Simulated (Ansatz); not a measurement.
Mulliken charges of C₃HF₅O, SMILES `F[C@@H]1O[C@@]1(F)C(F)(F)F` from PBE/def2-TZVPP in Ansatz (PBE0-D4/def2-TZVP geometry).

```tsv
atom	x (Å)	y (Å)	z (Å)	charge (e)
F1	-1.929	1.599	-0.130	-0.134
C2	-1.219	0.564	0.324	0.151
O3	-0.148	0.890	1.166	-0.198
C4	0.163	0.449	-0.110	0.183
F5	0.668	1.362	-0.943	-0.128
C6	0.928	-0.860	-0.211	0.366
F7	0.337	-1.790	0.538	-0.123
F8	0.952	-1.286	-1.470	-0.114
F9	2.178	-0.711	0.210	-0.111
H10	-1.847	-0.267	0.629	0.108
```

Task: By hand: the dipole of these point charges (1 e Å = 4.8032 D).

Result: Σ q r = (-0.204, -0.295, 0.005) e Å, of length 0.359 e Å = 1.72 D.

Task: How does the dipole of the full density compare? (Best estimate.)

Result: Ansatz gave: (-0.248, -0.215, 0.035) e Å, 1.59 D; the point charges give 1.08 times that, at 15° from its direction.

Point charges leave out the atoms' own dipoles, such as those of lone pairs, and Mulliken's split depends on the basis, so the close match here is no proof of good charges.
